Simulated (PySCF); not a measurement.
A PySCF script (with the pyscf-properties extension) for the NMR shieldings of `C/C=C\[PH+]1C=CCC=C1`, [C₈H₁₂P]+, on a PBE0-D3(BJ)/def2-SVP geometry:

```python
import basis_set_exchange as bse
import numpy as np
from pyscf import gto, dft
from pyscf.prop import nmr

atoms = """
C     3.702156   -0.007058    0.550130
C     2.920463    0.365954   -0.653353
C     1.588831    0.390175   -0.844859
P     0.335710   -0.030277    0.342612
C    -0.649126   -1.420208   -0.165411
C    -1.979119   -1.313580   -0.305053
C    -2.808941   -0.102575   -0.065255
C    -2.124040    1.139201    0.384790
C    -0.810337    1.304027    0.600640
H     4.352335    0.833747    0.842367
H     3.099411   -0.298898    1.419396
H     4.382064   -0.838611    0.302224
H     3.523720    0.666427   -1.519964
H     1.178308    0.691908   -1.814978
H     0.986104   -0.334603    1.559220
H    -0.126788   -2.357576   -0.377194
H    -2.527956   -2.203362   -0.634386
H    -3.376942    0.123300   -0.988751
H    -3.607442   -0.353717    0.658874
H    -2.777407    2.003848    0.548702
H    -0.400267    2.265294    0.923442
"""
names = dict.fromkeys(["C", "P", "H"], "pcSseg-1")
basis = {el: gto.basis.parse(bse.get_basis(n, elements=[el], fmt="nwchem")) for el, n in names.items()}
mol = gto.M(atom=atoms, basis=basis, charge=1, verbose=0)
mf = dft.RKS(mol, xc="HYB_GGA_XC_B97_2")
mf.grids.level = 2
mf.grids.alignment = dft.numint.BLKSIZE   # the property module wants whole blocks of grid points
mf.conv_tol = 1e-9
mf.kernel()

calc = nmr.RKS(mf)   # GIAO
C = mf.mo_coeff
Co = C[:, mf.mo_occ > 0]
resp = mf.gen_response(singlet=True, hermi=2)
def vind(x):   # induced exchange potential for any number of trial vectors
    d = np.einsum("pi,xij,qj->xpq", C, 2 * x.reshape(-1, C.shape[1], Co.shape[1]), Co, optimize=True)
    return np.einsum("xpq,pi,qj->xij", resp(d - d.transpose(0, 2, 1)), C, Co, optimize=True).ravel()
mo1, _ = nmr.rhf.solve_mo1(calc, with_cphf=vind)
sigma = calc.kernel(mo1)
for i, s in enumerate(sigma):   # ppm
    w = np.linalg.eigvalsh((s + s.T) / 2)
    print("%2d %-2s iso %8.1f  s11 %8.1f  s22 %8.1f  s33 %8.1f" % (i, mol.atom_pure_symbol(i), w.mean(), *w))
```

Problem. Give the expected output.

Solution. 
```
 0 C  iso    163.9  s11    141.4  s22    171.7  s33    178.5
 1 C  iso     13.3  s11   -108.9  s22    -14.8  s33    163.7
 2 C  iso     76.7  s11    -18.0  s22    102.0  s33    146.1
 3 P  iso    396.2  s11    326.5  s22    424.5  s33    437.7
 4 C  iso     79.5  s11    -21.4  s22     95.1  s33    164.9
 5 C  iso     20.8  s11   -106.7  s22      1.7  s33    167.4
 6 C  iso    150.8  s11    119.4  s22    160.8  s33    172.2
 7 C  iso     20.7  s11   -107.0  s22      1.6  s33    167.4
 8 C  iso     79.7  s11    -21.2  s22     95.2  s33    165.2
 9 H  iso     28.8  s11     25.4  s22     25.9  s33     35.2
10 H  iso     29.2  s11     24.5  s22     30.8  s33     32.4
11 H  iso     28.8  s11     25.5  s22     25.9  s33     35.1
12 H  iso     23.8  s11     21.9  s22     22.3  s33     27.2
13 H  iso     25.8  s11     22.9  s22     26.4  s33     28.2
14 H  iso     23.9  s11     19.4  s22     22.9  s33     29.4
15 H  iso     25.3  s11     22.1  s22     26.6  s33     27.3
16 H  iso     23.7  s11     21.7  s22     22.8  s33     26.6
17 H  iso     27.8  s11     24.3  s22     25.5  s33     33.6
18 H  iso     27.8  s11     24.0  s22     25.6  s33     33.7
19 H  iso     23.7  s11     21.7  s22     22.8  s33     26.6
20 H  iso     25.3  s11     22.2  s22     26.7  s33     27.2
```

These numbers come from an equivalent density-fitted implementation of the same equations, which agrees with the script to about 0.01 ppm for H and up to a few tenths of a ppm for heavy atoms, so last digits may differ.

Problem. Turn these shieldings into chemical shifts. Scale: 13C (183.69 ppm), 1H (31.38 ppm) against TMS; 31P (316.18 ppm) vs H3PO4 (reference shieldings calculated alike).

Solution. Averaging equivalent atoms: C 1: 170.4; C 5/7: 163.0; C 2: 107.0; C 4/8: 104.1; C 6: 32.9; C 0: 19.8; P 3: -80.0; H 16/19: 7.68; H 12: 7.57; H 14: 7.46; H 15/20: 6.03; H 13: 5.56; H 18: 3.61; H 17: 3.56; H 9/10/11: 2.41 ppm. Experimental scales use liquid or dissolved standards, which lie at an offset from isolated H3PO4.

Size and cost of the density-fitted run: 220 basis functions, 69 s wall time on 1 thread of an Arm Neoverse N1, shared host; peak memory 1.1 GiB.
